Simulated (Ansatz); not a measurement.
Job for Ansatz (a quantum-chemistry and plane-wave program): R-B3LYP-D3(BJ)/def2-TZVP on CH4FInO (SMILES [CH3][In]([OH])[F]). Elements past Kr take the def2 small-core potentials; no spin–orbit coupling.

Ansatz 0.2 input:
```yaml
crystal:
  periodic: [false, false, false]
  atoms:
    - {symbol: C, position_ang: [1.55419721, -0.11248876, -0.08210263]}
    - {symbol: In, position_ang: [-0.63454463, 0.20664123, -0.02296445]}
    - {symbol: O, position_ang: [-2.08735079, -0.97988046, 0.50818011]}
    - {symbol: F, position_ang: [-1.51495425, 1.90683300, -0.54353409]}
    - {symbol: H, position_ang: [1.75674591, -0.96652211, 0.55342622]}
    - {symbol: H, position_ang: [2.02789948, 0.79081509, 0.28492510]}
    - {symbol: H, position_ang: [1.83098385, -0.30774124, -1.11235967]}
    - {symbol: H, position_ang: [-2.93297678, -0.53765674, 0.41442940]}
basis:
  gaussian:
    orbitals: def2-TZVP
hamiltonian:
  xc: b3lyp
  dispersion: d3bj
relax: {f_tol: 0.003, max_steps: 120}
scf: {lower_state_search: off}
```

### Question
Predict the final total energy.

### Answer
-405.9413 hartree.

### Question
How many basis functions does it have, and what does it roughly cost on one machine?

### Answer
167 functions; around 70 core-seconds (rough).
